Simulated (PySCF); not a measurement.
O3Ta, SMILES [O]=[Ta]1[O][O]1 (connectivity only; charge and spin as stated), neutral, multiplicity 2.

Geometry optimised at r2SCAN-D4/def2-TZVP. The spin state was assumed, not searched. The def2 effective core potentials stand for the cores of Ta; spin–orbit coupling is left out.

Calculation: r2SCAN-D4/def2-TZVP in PySCF.

Frequencies are harmonic and unscaled.

| mode | ν (cm⁻¹) | IR (km/mol) | moving atoms (share of kinetic energy) |
|---|---|---|---|
| 1 | 208 | 3.8 | O 97 % |
| 2 | 252 | 23.1 | O 89 %, Ta 11 % |
| 3 | 601 | 0.6 | O 97 % |
| 4 | 607 | 64.5 | O 86 %, Ta 14 % |
| 5 | 933 | 72.3 | O 98 % |
| 6 | 993 | 116.4 | O 92 % |
